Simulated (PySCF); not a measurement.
PySCF job for CH7F2NSi2, SMILES [SiH2](C)N[SiH](F)F, PBE0/pcSseg-1. Geometry: B3LYP-D3(BJ)/def2-SVP. The structure was generated by enumeration, and PubChem lists no compound with its InChIKey, so it may never have been made. Other conformers were not sampled.

```python
import numpy as np
from pyscf import gto, scf, dft
from pyscf.prop.nmr import rks as nmr

mol = gto.M(
    atom='''
    Si    1.26168831    0.36432939    0.12112863
    F     2.54945492   -0.60652957    0.26456500
    F     1.65995931    1.35403297   -1.09774846
    N    -0.14504893   -0.52795196   -0.24515928
    Si   -1.67842339   -0.58517979    0.61705376
    C    -3.07434619    0.15254345   -0.39804543
    H     1.08409312    1.14541476    1.35428813
    H    -0.09177718   -1.10542225   -1.08454901
    H    -2.00962181   -2.00037330    0.95791648
    H    -1.47080662    0.18958569    1.87227703
    H    -4.02657392    0.10730547    0.15584506
    H    -3.20931295   -0.39757109   -1.34376613
    H    -2.86501789    1.20583875   -0.64352666
    ''',
    basis='pcSseg-1',
    charge=0,
    spin=0,
    max_memory=1600,
    verbose=3,
)
mf = dft.RKS(mol, xc='pbe0')
mf.grids.level = 3
mf.conv_tol = 1e-10
mf.max_cycle = 100
mf.kernel()
n = nmr.NMR(mf)
n.verbose = 2
n.max_cycle_cphf = 60
sigma = n.kernel()
print('atom   isotropic/ppm   span/ppm')
for i, s in enumerate(sigma):
    w = np.linalg.eigvalsh((s + s.T) / 2)
    print(f'{mol.atom_symbol(i):2s}{i + 1:3d} {w.mean():14.3f} {w[2] - w[0]:11.3f}')
```

Output:

```
converged SCF energy = -875.337731885515
atom   isotropic/ppm   span/ppm
Si  1        389.480      60.959
F   2        316.903     133.151
F   3        315.373     132.957
N   4        222.329      74.785
Si  5        382.448      99.089
C   6        183.664      22.282
H   7         26.822       9.160
H   8         30.356      17.524
H   9         26.489       9.686
H  10         26.662       7.687
H  11         31.188      11.759
H  12         30.755       9.900
H  13         30.852      10.251
```

The calculation finished and met its thresholds.

Cost: about 40 core-seconds (a rough figure).
